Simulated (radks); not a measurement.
The mean radii <r> (bohr) of the occupied orbitals of an atom or ion are listed with their occupations. Calculated with a radial shooting solver on a logarithmic mesh with Libxc functionals: Dirac Kohn-Sham, PBE, spin-unpolarised, spherical densities, finite nucleus; Fermi nuclear charge, rms radius of each element as measured or else 0.836 A^(1/3) + 0.57 fm.

orbital  occ.      <r>
1s1/2       2  0.02363
2s1/2       2   0.1005
2p1/2       2  0.08424
2p3/2       4  0.09065
3s1/2       2   0.2659
3p1/2       2   0.2556
3p3/2       4   0.2680
3d3/2       4   0.2394
3d5/2       6   0.2433
4s1/2       2   0.5973
4p1/2       2   0.6104
4p3/2       4   0.6360
4d3/2       4   0.6695
4d5/2       5   0.6779
5s1/2       2    1.288
5p1/2       2    1.376
5p3/2       4    1.427

Name the element and its charge.

Answer. Z = 60, neodymium, charge +7: Nd7+ in [Kr] 4d(3/2: 4, 5/2: 5) 5s2 5p6. The 1s radius gives Z: for a bare nucleus <r> = (2 gamma + 1)/(2Z) with gamma = sqrt(1 - (Z/c)^2), 0.02332 bohr for Z = 60, and screening makes it slightly larger (0.02363 here). The occupations add up to 53, and the charge is Z minus that.
